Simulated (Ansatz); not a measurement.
Level of theory: frozen-core CCSD(T)/def2-TZVPP // PBE0-D4/def2-TZVP (Ansatz, an electronic-structure program).

Ansatz 0.2 input:
```yaml
crystal:
  periodic: [false, false, false]
  atoms:
    - { symbol: C, position_ang: [-0.023275, 2.157612, 0.172614] }
    - { symbol: In, position_ang: [0.000892, 0.001198, -0.0024] }
    - { symbol: C, position_ang: [-1.861078, -1.098335, -0.079852] }
    - { symbol: C, position_ang: [1.885157, -1.058219, -0.095516] }
    - { symbol: H, position_ang: [-0.436183, 2.443919, 1.143455] }
    - { symbol: H, position_ang: [0.976101, 2.584387, 0.082111] }
    - { symbol: H, position_ang: [-0.665194, 2.593332, -0.596366] }
    - { symbol: H, position_ang: [-1.977822, -1.688678, 0.832831] }
    - { symbol: H, position_ang: [-1.856448, -1.795107, -0.92104] }
    - { symbol: H, position_ang: [-2.721465, -0.435115, -0.174585] }
    - { symbol: H, position_ang: [2.563105, -0.702903, 0.683484] }
    - { symbol: H, position_ang: [2.364892, -0.867229, -1.059248] }
    - { symbol: H, position_ang: [1.751319, -2.134861, 0.014514] }
basis:
  gaussian: { orbitals: def2-TZVPP }
correlation:
  method: ccsd_t
```

Output:

```
Functional definition: HF
1718 factors; integrals over basis functions are off by at most 1.1e-3 eV
mean field evaluation 1: about -8378.5684 eV, gradient 4.3e1 eV
mean field evaluation 2: about -8378.6174 eV, gradient 4.3e1 eV
mean field evaluation 4: about -8383.1280 eV, gradient 3.1e0 eV
mean field evaluation 8: about -8383.1753 eV, gradient 1.9e-1 eV
mean field evaluation 16: about -8383.1181 eV, gradient 6.7e-1 eV
mean field -8383.17547005 eV, -308.0760162038 hartree, gradient 9.4e-6 eV, S^2 0.000000; 0 other end points of the search recorded, 0 dependent functions left out
7 core orbitals not correlated
reference -8383.17547005 eV, -308.0760162038 hartree; 17, 17 occupied and 245, 245 virtual orbitals, 1718 factors
second order -22.96456952 eV of doubles, -0.00000000 eV of singles
cycle   1  -23.32591680 eV  change   -3.6e-1 eV  update   9.9e-2
cycle   2  -23.86252232 eV  change   -5.4e-1 eV  update   2.7e-2
cycle   3  -23.95303589 eV  change   -9.1e-2 eV  update   1.3e-2
cycle   4  -23.94710968 eV  change    5.9e-3 eV  update   3.0e-3
cycle   5  -23.94672079 eV  change    3.9e-4 eV  update   1.2e-3
cycle   6  -23.94677530 eV  change   -5.5e-5 eV  update   3.1e-4
cycle   7  -23.94661410 eV  change    1.6e-4 eV  update   9.3e-5
cycle   8  -23.94662041 eV  change   -6.3e-6 eV  update   3.1e-5
perturbative correction -0.86004063 eV, -0.0316059102 hartree
Total energy: -8407.98213108 eV, -308.9876441824 hartree
```

Cost: around 24 core-minutes (rough).
